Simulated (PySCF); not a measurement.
A run for PySCF: R-MP2/6-31G* on CH5BO (SMILES BOC), a point of a torsion scan.

```python
from pyscf import gto, scf, dft, mp
from pyscf.data.elements import chemcore

mol = gto.M(
    atom='''
    B     1.26468627   -0.18514136    0.14519680
    O     0.32396782   -0.03416924    1.05936340
    C     0.20027577    1.07747210    1.90882122
    H     1.21124011   -1.17901143   -0.47232144
    H     2.10548150    0.62541906   -0.04007823
    H     0.26034953    0.73476220    2.94470243
    H     0.98297952    1.81902941    1.72535511
    H    -0.77863562    1.53493245    1.74601519
    ''',
    basis='6-31g*',
    cart=True,
    charge=0, spin=0, verbose=3, max_memory=1800)
mf = scf.RHF(mol)
mf.conv_tol = 1e-8
mf.max_cycle = 100
mf.kernel()
if not mf.converged:
    mf = mf.newton().run(mf.mo_coeff, mf.mo_occ)
pt = mp.MP2(mf, frozen=chemcore(mol)).run()
```

**Question.** Predict the final total energy.

**Answer.** -140.7279 hartree.
